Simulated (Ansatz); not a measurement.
Consider the redistribution: `CS[SiH]` + `CC[SiH](Cl)O[SiH3]` → `CS[Si]Cl` + `CC[SiH2]O[SiH3]`.

Calculated with Ansatz (gas phase, PBE0-D4/def2-TZVP geometries, no zero-point term in ΔE). CCSD(T)/CBS adds triple-zeta CCSD(T) − MP2 to the extrapolated MP2 energy (def2 sets, frozen cores). This one scheme is used for every species. One conformer a species, not always the lowest.

`CS[SiH]`:

```xyz
7

C    -0.730    0.264    0.788
S    -0.211    0.180   -0.946
Si    1.688   -0.697   -0.861
H    -1.652   -0.303    0.909
H     0.042   -0.147    1.440
H    -0.915    1.306    1.051
H     1.777   -0.603   -2.381
```

`CC[SiH](Cl)O[SiH3]`:

Z-matrix (Å, degrees):
```
C
C 1 1.526
H 1 1.092 2 111.3
H 1 1.092 2 111.2 3 120.1
H 1 1.092 2 111.3 3 -120.0
Si 2 1.853 1 114.3 3 179.5
H 2 1.097 1 110.7 3 58.9
H 2 1.096 1 110.9 3 -58.7
O 6 1.626 2 110.0 1 -58.0
Cl 6 2.066 2 109.4 1 61.1
H 6 1.481 2 112.9 1 179.4
Si 9 1.641 6 144.6 2 142.0
H 12 1.485 9 110.4 6 53.5
H 12 1.483 9 107.4 6 173.0
H 12 1.484 9 110.1 6 -67.5
```

`CS[Si]Cl`:

Z-matrix (Å, degrees):
```
C
S 1 1.809
H 1 1.089 2 108.2
H 1 1.089 2 108.3 3 118.6
H 1 1.088 2 110.7 3 -120.7
Si 2 2.122 1 113.1 3 121.2
Cl 6 2.097 2 103.6 1 -0.0
```

`CC[SiH2]O[SiH3]`:

Cartesian coordinates in Å:
```
C 1.596 -0.892 -0.846
C 1.389 0.495 -0.244
Si 0.272 0.514 1.250
O -1.203 -0.108 0.887
Si -2.515 -0.003 -0.076
H 2.267 -0.862 -1.708
H 2.030 -1.582 -0.116
H 0.651 -1.326 -1.181
H 0.978 1.181 -0.994
H 2.349 0.930 0.061
H 0.841 -0.329 2.334
H 0.107 1.908 1.749
H -3.456 -1.089 0.290
H -2.121 -0.153 -1.503
H -3.184 1.314 0.097
```

```tsv
species	SCS-MP2/def2-TZVPP energy (Eh)
`CS[SiH]`	-727.14052
`CC[SiH](Cl)O[SiH3]`	-1194.50090
`CS[Si]Cl`	-1186.30917
`CC[SiH2]O[SiH3]`	-735.33265
```

Work out ΔE.

ΔE = (-1186.30917) + (-735.33265) − (-727.14052) − (-1194.50090) = -0.00040 Eh = -0.01 eV. CCSD(T)/CBS gives -0.01 eV.

Largest T1 diagnostic among the species: 0.016.

From PBE to PBE0 (25 % exact exchange), in def2-TZVPP and without D4, ΔE moves by +0.05 eV.
